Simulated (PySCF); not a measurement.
C5H12OSi: full NMR table

```yaml
Formula: C5H12OSi
SMILES: CO[C@@H]1[C@H](C)[C@H]1[SiH3]
Point_group_of_the_computed_structure: C1
Degrees_of_unsaturation: 1
Carbon_signals: 5
Proton_signals: 6
```

Numbering as in the mapped SMILES `[CH3:1][O:2][C@@H:3]1[C@H:4]([CH3:5])[C@H:6]1[SiH3:7]`. Hydrogens are named by the atom that carries them.

PySCF calculation with shielding tensors at PBE0/pcSseg-1 (GIAO) and GFN2-xTB geometry; gas phase, averaged over atoms made equivalent by symmetry, fast rotation or ring inversion, non-relativistic Hamiltonian, a single conformation.

References, each an isolated molecule treated in the same way: 1H and 13C and 29Si against TMS; 17O against H2O.

| carbon | δC, type | δH (multiplicity) | HMBC from (2–3 bonds) | span of the C tensor (ppm) |
| --- | --- | --- | --- | --- |
| C1 | 60.6, CH3 | 3.50 (s) | H(C3) | 87 |
| C3 | 66.6, CH | 2.92 (m) | H(Si7), H(C1), H(C5), H(C4), H(C6) | 110 |
| C4 | 21.1, CH | 0.77 (m) | H(Si7), H(C3), H(C5), H(C6) | 61 |
| C5 | 15.1, CH3 | 1.30 (d) | H(C3), H(C4), H(C6) | 33 |
| C6 | 6.0, CH | -0.67 (m) | H(Si7), H(C3), H(C5), H(C4) | 67 |

Other nuclei:
| atoms | nucleus | environment | δ (ppm) | σ (ppm) |
| --- | --- | --- | --- | --- |
| H(Si7) | 1H | hydrogen on a silicon bonded to C | 3.83 | 27.89 |
| Si7 | 29Si | silicon bonded to C, 3 H | -67.2 | 416.4 |
| O2 | 17O | ether oxygen | 33.6 | 302.4 |

- Carbon types of the structure: 3 × CH, 2 × CH3, leaving 3 H on heteroatoms.
- δC 66.6, 21.1, 6.0: three-membered-ring carbon.
- δC 60.6: methyl carbon bonded to O; deshielded by the electronegative neighbour.
- δC 15.1: methyl carbon; saturated and bonded to C and H only.
- δH 2.92, 0.77, -0.67: hydrogen on a three-membered-ring carbon.
- δH 1.30: hydrogen on a methyl carbon; far from electronegative atoms and π systems.

Shifts are as computed. Against solution values, carbons near 30 ppm lie about +3 ppm off and those near 130 ppm about +5 ppm. Of 1211 compounds with measured shifts, 218 miss one by over three times the rms of a fit or turn the order of signals round; such compounds aren't used in these exercises. Experimental scales use liquid or dissolved standards, which lie at an offset from isolated H2O (liquid H2O: subtract about 36 ppm). Multiplicities follow the n + 1 count of equivalent neighbours, as no J values were calculated; m marks all less simple cases, F and P coupling included.
